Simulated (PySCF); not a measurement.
boron atom (B), doublet; PySCF with HF/def2-TZVP.

Here is a job for PySCF.
```python
from pyscf import gto, scf

mol = gto.M(
    atom='''
B     0.00000000    0.00000000    0.00000000
''',
    basis='def2-tzvp',
    spin=1,
    verbose=4,
)

mf = scf.UHF(mol)
mf.kernel()
mf.analyze()
```

What the program printed (banner, timings and long lists left out):

```
PySCF version 2.14.0

[INPUT] verbose = 4
[INPUT] num. atoms = 1
[INPUT] num. electrons = 5
[INPUT] charge = 0
[INPUT] spin (= nelec alpha-beta = 2S) = 1
[INPUT] symmetry False subgroup None
[INPUT] Mole.unit = angstrom
[INPUT] Symbol           X                Y                Z      unit          X                Y                Z       unit  Magmom
[INPUT]  1 B      0.000000000000   0.000000000000   0.000000000000 AA    0.000000000000   0.000000000000   0.000000000000 Bohr   0.0

nuclear repulsion = 0
number of shells = 11
number of NR pGTOs = 46
number of NR cGTOs = 31
basis = def2-tzvp
ecp = {}

******** <class 'pyscf.scf.uhf.UHF'> ********
method = UHF
initial guess = minao
damping factor = 0
level_shift factor = 0
DIIS = <class 'pyscf.scf.diis.CDIIS'>
diis_start_cycle = 1
diis_space = 8
diis_damp = 0
SCF conv_tol = 1e-09
SCF conv_tol_grad = None
SCF max_cycles = 50
direct_scf = True
direct_scf_tol = 1e-13
number electrons alpha = 3  beta = 2
Set gradient conv threshold to 3.16228e-05
init E= -24.3433927098746

cycle= 1 E= -24.4969447598552  delta_E= -0.154  |g|= 0.113  |ddm|= 0.569
cycle= 2 E= -24.5247632470274  delta_E= -0.0278  |g|= 0.0512  |ddm|= 0.288
cycle= 3 E= -24.5308040702158  delta_E= -0.00604  |g|= 0.0232  |ddm|= 0.134
cycle= 4 E= -24.5322836404926  delta_E= -0.00148  |g|= 0.00465  |ddm|= 0.0945
cycle= 5 E= -24.5323285714209  delta_E= -4.49e-05  |g|= 0.00136  |ddm|= 0.0147
cycle= 6 E= -24.5323327277649  delta_E= -4.16e-06  |g|= 0.000154  |ddm|= 0.00553
cycle= 7 E= -24.5323327656142  delta_E= -3.78e-08  |g|= 1.28e-05  |ddm|= 0.000526
cycle= 8 E= -24.5323327658599  delta_E= -2.46e-10  |g|= 2.03e-06  |ddm|= 5.48e-05
Extra cycle  E= -24.5323327658667  delta_E= -6.82e-12  |g|= 7.68e-07  |ddm|= 5.57e-06
converged SCF energy = -24.5323327658667  <S^2> = 0.76070817  2S+1 = 2.0106797
**** SCF Summaries ****
Total Energy =                         -24.532332765866744
Nuclear Repulsion Energy =               0.000000000000000
One-electron Energy =                  -32.368494447372484
Two-electron Energy =                    7.836161681505740
Two-electron Coulomb Energy =           11.605627539396805
DFT Exchange-Correlation Energy =       -3.769465857891064
**** MO energy ****
                             alpha | beta                alpha | beta
MO #1   energy= -7.70104833327277  | -7.68564419388542  occ= 1 | 1
MO #2   energy= -0.544967030458167 | -0.445898550282291 occ= 1 | 1
MO #3   energy= -0.318612263079203 | 0.0515261301499109 occ= 1 | 0
MO #4   energy= 0.0418581967506272 | 0.0515261301499244 occ= 0 | 0
MO #5   energy= 0.0418581967506356 | 0.0892293929759997 occ= 0 | 0
MO #6   energy= 0.156142499123579  | 0.168079659523338  occ= 0 | 0
MO #7   energy= 0.219229909554457  | 0.278512106709495  occ= 0 | 0
MO #8   energy= 0.268742198672693  | 0.278512106709503  occ= 0 | 0
MO #9   energy= 0.268742198672709  | 0.317318999280934  occ= 0 | 0
MO #10  energy= 0.535253745803418  | 0.555289776532706  occ= 0 | 0
MO #11  energy= 0.538617840614222  | 0.55528977653273   occ= 0 | 0

To work with the spin densities directly, `use mulliken_meta_spin()` only printing them here.

 ** Mulliken spin pop alpha/beta on meta-lowdin orthogonal AOs **
 ** Mulliken Spin Density (per AO)  **
spin_pop of  0 B 1s       -0.00000
spin_pop of  0 B 2s        0.00269
spin_pop of  0 B 3s       -0.00343
spin_pop of  0 B 4s       -0.00010
spin_pop of  0 B 5s       -0.00004
spin_pop of  0 B 2px       0.10499
spin_pop of  0 B 2py       0.89133
spin_pop of  0 B 2pz       0.00004
spin_pop of  0 B 3px       0.00036
spin_pop of  0 B 3py       0.00307
spin_pop of  0 B 3pz       0.00000
spin_pop of  0 B 4px       0.00002
spin_pop of  0 B 4py       0.00018
spin_pop of  0 B 4pz       0.00000
spin_pop of  0 B 3dxy      0.00025
spin_pop of  0 B 3dyz      0.00000
spin_pop of  0 B 3dz^2     0.00022
spin_pop of  0 B 3dxz      0.00000
spin_pop of  0 B 3dx2-y2    0.00041
spin_pop of  0 B 4dxy      0.00000
spin_pop of  0 B 4dyz      0.00000
spin_pop of  0 B 4dz^2     0.00000
spin_pop of  0 B 4dxz      0.00000
spin_pop of  0 B 4dx2-y2    0.00001
spin_pop of  0 B 4f-3      0.00000
spin_pop of  0 B 4f-2      0.00000
spin_pop of  0 B 4f-1      0.00000
spin_pop of  0 B 4f+0      0.00000
spin_pop of  0 B 4f+1      0.00000
spin_pop of  0 B 4f+2      0.00000
spin_pop of  0 B 4f+3      0.00000
 ** Mulliken Spin Density (per atom)  **
spin density of  0 B =      1.00000
 ** Mulliken pop alpha/beta on meta-lowdin orthogonal AOs **
 ** Mulliken pop       alpha | beta **
pop of  0 B 1s        1.00000 | 1.00000
pop of  0 B 2s        0.99621 | 0.99352
pop of  0 B 3s        0.00097 | 0.00441
pop of  0 B 4s        0.00001 | 0.00011
pop of  0 B 5s        0.00000 | 0.00004
pop of  0 B 2px       0.10499 | 0.00000
pop of  0 B 2py       0.89133 | 0.00000
pop of  0 B 2pz       0.00004 | 0.00000
pop of  0 B 3px       0.00036 | 0.00000
pop of  0 B 3py       0.00307 | 0.00000
pop of  0 B 3pz       0.00000 | 0.00000
pop of  0 B 4px       0.00002 | 0.00000
pop of  0 B 4py       0.00018 | 0.00000
pop of  0 B 4pz       0.00000 | 0.00000
pop of  0 B 3dxy      0.00079 | 0.00054
pop of  0 B 3dyz      0.00000 | 0.00000
pop of  0 B 3dz^2     0.00070 | 0.00048
pop of  0 B 3dxz      0.00000 | 0.00000
pop of  0 B 3dx2-y2    0.00130 | 0.00089
pop of  0 B 4dxy      0.00001 | 0.00000
pop of  0 B 4dyz      0.00000 | 0.00000
pop of  0 B 4dz^2     0.00001 | 0.00000
pop of  0 B 4dxz      0.00000 | 0.00000
pop of  0 B 4dx2-y2    0.00001 | 0.00001
pop of  0 B 4f-3      0.00000 | 0.00000
pop of  0 B 4f-2      0.00000 | 0.00000
pop of  0 B 4f-1      0.00000 | 0.00000
pop of  0 B 4f+0      0.00000 | 0.00000
pop of  0 B 4f+1      0.00000 | 0.00000
pop of  0 B 4f+2      0.00000 | 0.00000
pop of  0 B 4f+3      0.00000 | 0.00000
In total             3.00000 | 2.00000
 ** Mulliken atomic charges   ( Nelec_alpha | Nelec_beta ) **
charge of  0B =     -0.00000  (     3.00000      2.00000 )
Dipole moment(X, Y, Z, Debye):  0.00000, -0.00000,  0.00000
```
